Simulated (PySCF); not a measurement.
# (4,2) BP nanotube piece (B14P14H12): Orbital levels and atomic charges

System: (4,2) BP nanotube piece (B14P14H12).

Cartesian coordinates (Å):
```
  1 B     2.756    0.462   -0.815
  2 P     1.740    1.952   -1.253
  3 B     2.342    0.988    2.260
  4 P     1.142    2.319    1.889
  5 B     1.005    1.812   -2.943
  6 P    -0.714    2.348   -3.302
  7 B     0.516    2.291    0.125
  8 P    -1.304    2.542   -0.212
  9 B    -0.146    2.278    3.208
 10 P    -1.945    2.513    2.854
 11 B    -1.789    1.857   -1.874
 12 P    -3.362    0.830   -2.072
 13 B    -2.228    1.690    1.205
 14 P    -3.134    0.075    0.949
 15 B    -2.757   -0.462   -0.814
 16 P    -1.740   -1.951   -1.253
 17 B    -2.342   -0.987    2.260
 18 P    -1.143   -2.319    1.889
 19 B    -1.006   -1.812   -2.942
 20 P     0.713   -2.348   -3.302
 21 B    -0.516   -2.291    0.125
 22 P     1.304   -2.543   -0.212
 23 B     0.146   -2.278    3.208
 24 P     1.946   -2.513    2.854
 25 B     1.789   -1.857   -1.875
 26 P     3.362   -0.830   -2.073
 27 B     2.228   -1.691    1.204
 28 P     3.136   -0.075    0.949
 29 H     2.531    0.721    3.387
 30 H     1.667    1.447   -3.840
 31 H    -1.104    1.603   -4.402
 32 H     0.187    2.106    4.317
 33 H    -2.562    1.739    3.819
 34 H    -3.084    0.238   -3.300
 35 H    -2.530   -0.722    3.387
 36 H    -1.667   -1.447   -3.839
 37 H     1.104   -1.604   -4.402
 38 H    -0.187   -2.105    4.317
 39 H     2.563   -1.738    3.819
 40 H     3.082   -0.238   -3.301
```

Method: PBE0/6-31G*, gas phase, PySCF, fitting set def2-universal-JFIT up to Ne and JKFIT beyond, grid level 1.

Give the orbital energies near the gap.


| orbital | eV |
| --- | --- |
| HOMO-4 | -7.18 |
| HOMO-3 | -7.07 |
| HOMO-2 | -6.89 |
| HOMO-1 | -6.52 |
| HOMO | -6.25 |
| LUMO | -3.01 |
| LUMO+1 | -2.76 |
| LUMO+2 | -2.46 |
| LUMO+3 | -2.22 |

Give the partial charges of the non-hydrogen atoms.


| atom | Mulliken | IAO | Hirshfeld |
| --- | --- | --- | --- |
| B1 | -0.18 | -0.35 | 0.01 |
| P2 | 0.18 | 0.39 | 0.01 |
| B3 | -0.13 | -0.31 | 0.02 |
| P4 | 0.16 | 0.40 | 0.01 |
| B5 | -0.13 | -0.34 | 0.01 |
| P6 | 0.02 | 0.30 | 0.03 |
| B7 | -0.19 | -0.40 | -0.01 |
| P8 | 0.19 | 0.36 | 0.00 |
| B9 | -0.13 | -0.31 | 0.02 |
| P10 | 0.02 | 0.28 | 0.02 |
| B11 | -0.16 | -0.38 | -0.01 |
| P12 | 0.02 | 0.22 | -0.01 |
| B13 | -0.17 | -0.34 | 0.01 |
| P14 | 0.16 | 0.34 | -0.01 |
| B15 | -0.18 | -0.35 | 0.01 |
| P16 | 0.18 | 0.39 | 0.01 |
| B17 | -0.13 | -0.31 | 0.02 |
| P18 | 0.16 | 0.40 | 0.01 |
| B19 | -0.13 | -0.34 | 0.01 |
| P20 | 0.02 | 0.30 | 0.03 |
| B21 | -0.19 | -0.40 | -0.01 |
| P22 | 0.19 | 0.36 | 0.00 |
| B23 | -0.13 | -0.31 | 0.02 |
| P24 | 0.02 | 0.28 | 0.02 |
| B25 | -0.16 | -0.38 | -0.01 |
| P26 | 0.02 | 0.22 | -0.01 |
| B27 | -0.17 | -0.34 | 0.01 |
| P28 | 0.16 | 0.34 | -0.01 |
